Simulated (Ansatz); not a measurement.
All numbers were calculated with Ansatz.

CH$_{4}$OSZn (`SC[O][ZnH]`) at its PBE0-D4/def2-TZVP geometry, where that method's forces vanish. The species carries charge 0 and has multiplicity 1.

```csv
atom,x (Å),y (Å),z (Å)
S1,1.002,1.093,0.066
C2,0.126,-0.108,-1.047
O3,-0.700,-0.935,-0.351
Zn4,-0.441,-0.828,1.460
H5,-0.043,1.920,0.242
H6,0.957,-0.631,-1.541
H7,-0.403,0.487,-1.801
H8,-0.497,-0.997,2.972
```

Q: For each bond, give half the difference of the two atoms' forces along it (eV/Å; positive pushes the atoms apart) under PBE-D4, r2SCAN-D4, B3LYP-D4, ωB97M-V in def2-TZVPP. (Estimate.)

A: The calculation gave: 
```json
{"bond": "S1–C2", "length (Å)": "1.857", "PBE-D4": "0.17", "r2SCAN-D4": "0.20", "B3LYP-D4": "0.27", "ωB97M-V": "-0.01"}
{"bond": "S1–H5", "length (Å)": "1.344", "PBE-D4": "0.26", "r2SCAN-D4": "0.01", "B3LYP-D4": "-0.03", "ωB97M-V": "-0.09"}
{"bond": "C2–O3", "length (Å)": "1.360", "PBE-D4": "0.35", "r2SCAN-D4": "0.24", "B3LYP-D4": "0.28", "ωB97M-V": "0.37"}
{"bond": "C2–H6", "length (Å)": "1.099", "PBE-D4": "0.09", "r2SCAN-D4": "-0.06", "B3LYP-D4": "-0.16", "ωB97M-V": "-0.17"}
{"bond": "C2–H7", "length (Å)": "1.096", "PBE-D4": "0.07", "r2SCAN-D4": "-0.07", "B3LYP-D4": "-0.18", "ωB97M-V": "-0.18"}
{"bond": "O3–Zn4", "length (Å)": "1.833", "PBE-D4": "0.20", "r2SCAN-D4": "0.00", "B3LYP-D4": "0.17", "ωB97M-V": "0.04"}
{"bond": "Zn4–H8", "length (Å)": "1.523", "PBE-D4": "-0.22", "r2SCAN-D4": "-0.22", "B3LYP-D4": "-0.23", "ωB97M-V": "-0.19"}
```

B3LYP here is the variant with VWN-RPA as its local correlation; programs differ in this.
